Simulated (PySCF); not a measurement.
Compound: C7H10.
Numbering: `[CH:1]#[C:2][C@@H:3]([CH3:4])[C:5](=[CH2:6])[CH3:7]` (hydrogens: H8 on C1; H9 on C3; H10, H11, H12 on C4; H13, H14 on C6; H15, H16, H17 on C7)

Structure used (GFN2-xTB), in Å, numbered top down from 1:
```
atom  x, y, z in Å
C1    -1.324    2.601    0.581
C2    -0.998    1.450    0.630
C3    -0.621    0.049    0.689
C4    -1.551   -0.777   -0.214
C5     0.823   -0.158    0.274
C6     1.382    0.552   -0.691
C7     1.545   -1.245    1.008
H8    -1.603    3.611    0.543
H9    -0.745   -0.291    1.725
H10   -2.587   -0.648    0.093
H11   -1.296   -1.832   -0.154
H12   -1.450   -0.453   -1.247
H13    2.399    0.385   -1.002
H14    0.846    1.334   -1.201
H15    1.658   -0.977    2.059
H16    0.982   -2.177    0.963
H17    2.532   -1.412    0.585
```

The calculation used PySCF 2.14.0, density-fitted response routines, TDDFT PBE0/def2-SVPD, vertical, gas phase, core orbitals frozen in the response.

Ground-to-excited transition dipoles (e·a0, same axes as the geometry; the sign carries no meaning), for the states with f of 0.002 or more among the lowest 6:

```
state  E (eV)      μx      μy      μz
   S1   6.603  -0.216  -0.187   0.132
   S2   6.692  -0.210  -0.122   0.242
   S3   6.714   0.234   0.008  -0.235
   S4   6.868  -0.159  -0.179  -0.147
   S5   7.055   0.066   0.047   0.217
   S6   7.124   0.232   0.291  -0.352
```

Task: What oscillator strength does each state have?

Result: f = (2/3) ΔE |μ|² with ΔE in hartree (27.2114 eV).

| state | \|μ\|² (au) | \|μ\| (D) | f |
| --- | --- | --- | --- |
| S1 | 0.099 | 0.80 | 0.016 |
| S2 | 0.118 | 0.87 | 0.019 |
| S3 | 0.110 | 0.84 | 0.018 |
| S4 | 0.079 | 0.71 | 0.013 |
| S5 | 0.054 | 0.59 | 0.009 |
| S6 | 0.262 | 1.30 | 0.046 |

Task: Which bond between heavy atoms lies closest to the direction of the S6 transition dipole?

Result: C5–C6, at 3° from it; next C3–C5 and C5–C7 at 57°.

Task: What angle do the transition dipoles of S3 and S4 make?

Result: |cos θ| = |μa·μb| / (|μa| |μb|) = 0.04, so θ ≈ 87° (taken between 0 and 90°, since the signs are arbitrary).

Task: What peak molar absorption coefficient would the strongest computed level give as a lone Gaussian band 0.4 eV wide at half height?

Result: ε(max) = 2.175×10⁸ f / FWHM, with the width in cm⁻¹. S6: 2.175×10⁸ × 0.0458 / 3226 ≈ 3100 L mol⁻¹ cm⁻¹.

One conformer stands for the species.
